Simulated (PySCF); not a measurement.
`[C@@H]1(N)CC[C@@H]2CC[C@H]12`, C$_{7}$H$_{13}$N

Molfile (atoms numbered from 1):
```
C7H13N
     RDKit          3D

 21 22  0  0  0  0  0  0  0  0999 V2000
    2.0510    1.0555    0.2317 N   0  0  0  0  0  0  0  0  0  0  0  0
    1.2763   -0.1731    0.1793 C   0  0  2  0  0  0  0  0  0  0  0  0
    0.7594   -0.4451   -1.2392 C   0  0  0  0  0  0  0  0  0  0  0  0
   -0.4555   -1.3476   -1.0302 C   0  0  0  0  0  0  0  0  0  0  0  0
   -1.1040   -0.8194    0.2464 C   0  0  2  0  0  0  0  0  0  0  0  0
   -1.8776    0.5017    0.0906 C   0  0  0  0  0  0  0  0  0  0  0  0
   -0.7782    1.2419    0.8664 C   0  0  0  0  0  0  0  0  0  0  0  0
    0.0008   -0.0743    1.0258 C   0  0  2  0  0  0  0  0  0  0  0  0
    2.3469    1.2431    1.1838 H   0  0  0  0  0  0  0  0  0  0  0  0
    2.8821    0.9697   -0.3432 H   0  0  0  0  0  0  0  0  0  0  0  0
    1.8531   -1.0536    0.5217 H   0  0  0  0  0  0  0  0  0  0  0  0
    0.4636    0.5036   -1.6856 H   0  0  0  0  0  0  0  0  0  0  0  0
    1.5166   -0.9042   -1.8741 H   0  0  0  0  0  0  0  0  0  0  0  0
   -0.1305   -2.3794   -0.8813 H   0  0  0  0  0  0  0  0  0  0  0  0
   -1.1404   -1.3256   -1.8777 H   0  0  0  0  0  0  0  0  0  0  0  0
   -1.6441   -1.5958    0.7874 H   0  0  0  0  0  0  0  0  0  0  0  0
   -2.0024    0.8246   -0.9409 H   0  0  0  0  0  0  0  0  0  0  0  0
   -2.8510    0.5065    0.5777 H   0  0  0  0  0  0  0  0  0  0  0  0
   -0.2357    1.9918    0.2972 H   0  0  0  0  0  0  0  0  0  0  0  0
   -1.1099    1.6784    1.8061 H   0  0  0  0  0  0  0  0  0  0  0  0
    0.1707   -0.3819    2.0575 H   0  0  0  0  0  0  0  0  0  0  0  0
  1  2  1  0
  2  3  1  0
  3  4  1  0
  4  5  1  0
  5  6  1  0
  6  7  1  0
  7  8  1  0
  8  2  1  0
  8  5  1  0
  1  9  1  0
  1 10  1  0
  2 11  1  1
  3 12  1  0
  3 13  1  0
  4 14  1  0
  4 15  1  0
  5 16  1  1
  6 17  1  0
  6 18  1  0
  7 19  1  0
  7 20  1  0
  8 21  1  1
M  END
```

The calculation used GIAO KT3/pcSseg-1 magnetisability, rotational g tensor and spin-rotation constants, non-relativistic, gas phase (PySCF 2.14.0). Geometry: GFN2-xTB.

Task: What are the magnetisability and the molar susceptibility?

Result: Isotropic -1350 × 10⁻³⁰ J/T², or -81.3 × 10⁻⁶ cm³/mol; principal values -1469, -1404, -1177 × 10⁻³⁰ J/T², anisotropy 265 × 10⁻³⁰ J/T² (root of half the summed squared differences of the principal values). The susceptibility is in cgs units.

Task: Split it along the inertial axes a, b, c into diamagnetic and paramagnetic parts about the centre of mass, with the quadrupole moment.

Result: 
```tsv
axis	χ (10⁻⁶ cm³/mol)	diamagnetic (10⁻⁶ cm³/mol)	paramagnetic (10⁻⁶ cm³/mol)	summed x² of all electrons (Å²)	quadrupole Θ (D Å)
a	-82.1	-533.5	451.4	125.2	+3.97
b	-83.8	-686.7	602.9	89.1	-1.82
c	-78.0	-909.0	830.9	36.7	-2.15
```
Anisotropies 2χaa − χbb − χcc = -2.4 and 2χbb − χaa − χcc = -7.5 × 10⁻⁶ cm³/mol. Θ is traceless in Buckingham's convention.

Task: And the rotational g tensor?

Result: 
```csv
axis,rotational constant (GHz),g,nuclear part,electronic part
a,3.0655,-0.0120,0.6381,-0.6501
b,2.1890,-0.0033,0.6168,-0.6201
c,1.5723,-0.0065,0.6073,-0.6138
```
Asymmetric top; isotopes 12C, 1H, 14N; no vibrational averaging.
